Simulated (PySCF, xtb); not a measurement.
H8N2OSi2, SMILES N[Si@@H](O)N[SiH3].

GFN2-xTB (xtb) at its own geometry gives an orbital gap of 5.41 eV and a dipole moment of 1.03 D.

Coordinates come from a B3LYP-D3(BJ)/def2-SVP optimisation. The structure was generated by enumeration; whether it is a known compound was not checked. The values are those of a single conformer.

Task: What does HF/def2-TZVP (PySCF) give? (The exact figures need the calculation; the answer reports its results.)

Result: gap 14.10 eV (levels -10.77 and 3.33 eV), dipole 1.93 D.
